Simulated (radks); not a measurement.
The mean radii <r> (bohr) of the occupied orbitals of an atom or ion are listed with their occupations. Method: non-relativistic Kohn-Sham, PBE, spin-polarised, spherical densities, point nucleus; computed with a radial shooting solver on a logarithmic mesh with Libxc functionals.

orbital  occ.      <r>
1s down     1  0.05915
1s up       1  0.05915
2s up       1   0.2703
2s down     1   0.2697
2p up       3   0.2370
2p down     3   0.2364
3s up       1   0.8018
3s down     1   0.8056
3p up       3   0.8304
3p down     3   0.8366
3d up       4   0.9112
6s up       1    7.144

Name the element and its charge. Open shells, if any, are filled with parallel spins first.

Answer. Z = 26, iron, charge +3: Fe3+ in [Ar] 3d4 6s1. The 1s radius gives Z: for a bare nucleus <r> = 1.5/Z, 0.05769 bohr for Z = 26, and screening makes it slightly larger (0.05915 here). The occupations add up to 23, and the charge is Z minus that.
